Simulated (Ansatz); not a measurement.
# From O to Te: the atomisation energy (no zero-point term)

One atom is swapped for its congeners: C3H5O `C=CC[O]`; C3H5Se `C=CC[Se]`; C3H5Te `C=CC[Te]`. The S member is missing. All are doublets with charge 0.

Shapes, held fixed at every level: PBE0-D4/def2-TZVP. Flexible molecules stand in one conformer, not always the lowest. Programs: Ansatz 0.2.0. Values in eV.

| level | C3H5O | C3H5Se | C3H5Te |
| --- | --- | --- | --- |
| HF/def2-SVP | 27.33 | 26.53 | 26.09 |
| B3LYP-D4/def2-TZVPP | 36.83 | 35.54 | 35.18 |
| PBE0-D4/def2-TZVPP | 37.05 | 35.81 | 35.42 |
| B2PLYP/def2-TZVPP | 36.36 | 35.14 | 34.76 |
| MP2/def2-SVP | 35.22 | 34.10 | 33.67 |
| CCSD/def2-TZVPP | 35.13 | 34.04 | 33.65 |
| CCSD(T)/def2-TZVPP | 35.67 | 34.58 | 34.22 |

At CCSD(T)/def2-TZVPP the atomisation energy falls at every step, from 35.67 to 34.22 eV. Every level shows the same order. Open shells run unrestricted unless RO is named. For atoms past krypton def2 sets carry core potentials with scalar relativity. Relativity is left out for Se unless named. Correlated rows may include outer-core shells of Se, Te, which these sets cover unevenly. Spin-orbit coupling, which grows down the group, is left out (summed over each molecule's free atoms 0.02, 0.13, 0.27 eV).
